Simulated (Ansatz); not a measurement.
Relaxation of the cluster Ba₅S₅⁺ with UKS PBE-D4/def2-SVP.

```sh
$ ansatz run in.yaml --threads 4 --pin off --events-out ev --progress --plain --max-ram 6963MiB
```

```yaml
crystal:
  periodic: [false, false, false]
  atoms:
    - {symbol: Ba, position_ang: [-1.498430, 1.554440, 2.202570]}
    - {symbol: Ba, position_ang: [2.560330, 0.821150, 1.509890]}
    - {symbol: Ba, position_ang: [1.567040, -2.550730, -0.757310]}
    - {symbol: Ba, position_ang: [-0.072720, 1.051120, -1.529120]}
    - {symbol: Ba, position_ang: [-2.493080, -1.810570, -0.063600]}
    - {symbol: S, position_ang: [2.686420, -0.014620, -1.165100]}
    - {symbol: S, position_ang: [0.631170, 2.735980, 0.819090]}
    - {symbol: S, position_ang: [-2.751370, 0.974490, -0.236310]}
    - {symbol: S, position_ang: [-0.695430, -1.778830, -2.214980]}
    - {symbol: S, position_ang: [0.066070, -0.982440, 1.434880]}
basis:
  gaussian: {orbitals: def2-SVP}
total_charge: 1
magnetization: {spin_polarized: true, initial_magnetization: 1}
hamiltonian: {xc: pbe, dispersion: d4}
scf: {lower_state_search: "off"}
output: {orbitals: {seedname: orbitals}}
relax: {f_tol: 0.03, max_steps: 70}
```

It took 59 s on 4 threads of Arm Neoverse V1 on a shared host.

Positions (Å) and forces (eV/Å) at steps 1, 2, 3, 4 of 4:

```xyz
10
step=1 energy=-57618.4819 eV
Ba   -1.498    1.554    2.203   -0.435    0.306    0.870
Ba    2.560    0.821    1.510    0.750    0.094    0.640
Ba    1.567   -2.551   -0.757    0.467   -0.888    0.010
Ba   -0.073    1.051   -1.529   -0.041    0.838   -1.246
Ba   -2.493   -1.811   -0.064   -0.717   -0.687    0.194
S     2.686   -0.015   -1.165    0.467   -0.004   -0.165
S     0.631    2.736    0.819    0.134    0.470    0.170
S    -2.751    0.974   -0.236   -0.489    0.154   -0.021
S    -0.695   -1.779   -2.215   -0.141   -0.323   -0.372
S     0.066   -0.982    1.435    0.005    0.040   -0.080
10
step=2 energy=-57618.8678 eV
Ba   -1.552    1.600    2.298    0.024    0.086   -0.219
Ba    2.653    0.841    1.579   -0.055    0.100   -0.194
Ba    1.624   -2.652   -0.768   -0.042    0.170   -0.150
Ba   -0.079    1.160   -1.690   -0.002    0.034   -0.053
Ba   -2.583   -1.888   -0.051    0.042    0.149   -0.168
S     2.730   -0.026   -1.164    0.039   -0.132    0.182
S     0.644    2.767    0.851    0.017   -0.101    0.205
S    -2.795    0.977   -0.222   -0.020   -0.126    0.196
S    -0.708   -1.819   -2.233   -0.004   -0.153    0.167
S     0.065   -0.959    1.400    0.001   -0.028    0.035
10
step=3 energy=-57618.8625 eV rejected
Ba   -1.587    1.670    2.297    0.105   -0.107   -0.156
Ba    2.708    0.893    1.563   -0.174   -0.055   -0.101
Ba    1.655   -2.674   -0.834   -0.109    0.176    0.052
Ba   -0.076    1.124   -1.638   -0.008    0.122   -0.179
Ba   -2.640   -1.895   -0.102    0.171    0.123    0.003
S     2.728   -0.040   -1.142    0.124   -0.082    0.070
S     0.645    2.751    0.871    0.034    0.038    0.158
S    -2.791    0.961   -0.200   -0.115   -0.042    0.112
S    -0.707   -1.832   -2.211   -0.029   -0.161    0.023
S     0.065   -0.957    1.395    0.000   -0.013    0.018
10
step=4 energy=-57618.8914 eV
Ba   -1.562    1.630    2.282    0.005    0.001   -0.020
Ba    2.668    0.865    1.562   -0.011    0.003   -0.016
Ba    1.630   -2.647   -0.801   -0.006    0.017   -0.005
Ba   -0.078    1.149   -1.674   -0.001    0.018   -0.027
Ba   -2.600   -1.882   -0.079    0.010    0.015   -0.010
S     2.748   -0.042   -1.145    0.010   -0.016    0.018
S     0.651    2.768    0.880    0.002   -0.006    0.026
S    -2.810    0.964   -0.199   -0.007   -0.013    0.024
S    -0.713   -1.847   -2.223   -0.002   -0.021    0.014
S     0.065   -0.958    1.397    0.000    0.001   -0.004
```

In the def2 sets Ba takes a core potential; there is no spin–orbit coupling. The relaxation made no stability test and no search for a lower SCF solution. The structure comes from a short search, and lower isomers may exist.
